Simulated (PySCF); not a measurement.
Bonds (- single, = double, # triple, : aromatic): C1=C2, C2-C3, C3:C4, C4:N5, N5:C6, C6:N7, N7-Si8, N7:C3. C1 carries H9, H10; C2 carries H11; C4 carries H12; C6 carries H13; Si8 carries H14, H15, H16. H10 is cis to C3; H9 is trans to C3.

- geometry: GFN2-xTB
- σ from GIAO-PBE0/pcSseg-1
- program: PySCF 2.14
- one conformer, isolated molecule, relativity neglected, averaged over atoms made equivalent by symmetry, fast rotation or ring inversion

Shifts are taken against calculated references (same method and geometry level): 13C, 1H, 29Si against TMS; 15N vs NH3.

```json
{"atoms": "C3", "nucleus": "13C", "count": "1", "Hirshfeld charge": "0.01", "δ (ppm)": "139.9"}
{"atoms": "H14/H15/H16", "nucleus": "1H", "count": "3", "Hirshfeld charge": "-0.06", "δ (ppm)": "5.02"}
{"atoms": "C1", "nucleus": "13C", "count": "1", "Hirshfeld charge": "-0.10", "δ (ppm)": "117.1"}
{"atoms": "H11", "nucleus": "1H", "count": "1", "Hirshfeld charge": "0.04", "δ (ppm)": "?"}
{"atoms": "N7", "nucleus": "15N", "count": "1", "Hirshfeld charge": "-0.11", "δ (ppm)": "174.1"}
{"atoms": "Si8", "nucleus": "29Si", "count": "1", "Hirshfeld charge": "0.39", "δ (ppm)": "?"}
{"atoms": "H9", "nucleus": "1H", "count": "1", "Hirshfeld charge": "0.05", "δ (ppm)": "?"}
{"atoms": "C6", "nucleus": "13C", "count": "1", "Hirshfeld charge": "0.04", "δ (ppm)": "144.6"}
{"atoms": "C2", "nucleus": "13C", "count": "1", "Hirshfeld charge": "-0.05", "δ (ppm)": "130.5"}
{"atoms": "H12", "nucleus": "1H", "count": "1", "Hirshfeld charge": "0.06", "δ (ppm)": "?"}
{"atoms": "H13", "nucleus": "1H", "count": "1", "Hirshfeld charge": "0.06", "δ (ppm)": "7.14"}
{"atoms": "C4", "nucleus": "13C", "count": "1", "Hirshfeld charge": "-0.03", "δ (ppm)": "136.0"}
{"atoms": "H10", "nucleus": "1H", "count": "1", "Hirshfeld charge": "0.05", "δ (ppm)": "6.18"}
{"atoms": "N5", "nucleus": "15N", "count": "1", "Hirshfeld charge": "-0.21", "δ (ppm)": "313.6"}
```

Fill in the missing shifts.

## Answers


- H12: 7.94 ppm, hydrogen on an aromatic CH next to a ring nitrogen; aromatic region
- H11: 6.74 ppm, hydrogen on an alkene CH; a vinylic proton, deshielded by the sp2 carbon and the C=C anisotropy
- H9: 5.49 ppm, hydrogen on a terminal =CH2 carbon; olefinic region
- Si8: -57.4 ppm, silicon bonded to N, 3 H

Shifts are as computed. Against solution values, carbons near 30 ppm lie about +3 ppm off and those near 130 ppm about +5 ppm. Of 1309 compounds with measured shifts, 239 miss one by over three times the rms of a fit or turn the order of signals round; such compounds aren't used in these exercises. Experimental scales use liquid or dissolved standards, which lie at an offset from isolated NH3 (liquid NH3: subtract about 20 ppm). Unscaled 15N shifts of sp2 nitrogen come out 20 to 40 ppm too high even then.
